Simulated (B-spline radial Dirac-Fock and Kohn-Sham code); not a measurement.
# 3d3/2 emission of Cd⁺

System: cadmium as Cd⁺ in the configuration [Kr] 4d10 5s1, inside a Watson sphere of charge -1 and radius 2.7 Å (a model of the Madelung potential; inside it an electron's potential energy is raised by 5.3 eV).

The computed values come from a radial finite-basis atomic code: one-electron (LDA, Dirac) transition rates at Dirac-Fock energies.

```csv
line,multipole,energy (eV),rate (s⁻¹),share (%)
Mζ2,E1,334.1,1.42e+11,85.6
M4-N3,E1,339.9,2.37e+10,14.3
M4-N4,E2,401.5,5.91e+07,0.0358
```

The listed lines hold 100.0 % of the radiative rate. The radiative width is 0.000109 eV in the length form and 0.000118 eV in the velocity form; the two differ because the transition energies are not eigenvalue differences of the potential that gave the orbitals.
